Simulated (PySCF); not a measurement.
**Polarisability and C₆ of Pt⁷⁶⁺ (platinum, charge +76)**

1s2, closed-shell 1S. Computed with PySCF 2.14 in an uncontracted even-tempered set (15 s from 240 bohr⁻², ratio 2.2; 7 p from 360 bohr⁻², ratio 2.4; 4 d from 1100 bohr⁻², ratio 2.4; 3 f from 1600 bohr⁻², ratio 2.4; 3 g from 2400 bohr⁻², ratio 2.4), with no relativity, point nucleus. Coupled (time-dependent) response in atomic units; α is the mean over directions.

```
method  mean α (bohr³)  C₆ (like pair)      S(−4)
   UHF       2.477e-07       1.186e-10  4.034e-14
  PBE0       2.481e-07       1.188e-10  4.053e-14
```

S(−4) is the Cauchy moment in α(ω) = α(0) + S(−4) ω² + …

α(iu) at PBE0:

```csv
u (hartree),α(iu) (bohr³)
0,2.481e-07
300,2.445e-07
600,2.344e-07
1200,2.016e-07
1800,1.644e-07
2400,1.316e-07
3000,1.053e-07
4500,6.328e-08
6000,4.113e-08
9000,2.087e-08
15000,8.225e-09
```

For an ion, C₆ is the dispersion term alone; charge-induced terms of lower order in 1/R come first.

A non-relativistic calculation at this Z misses sizeable relativistic shifts.
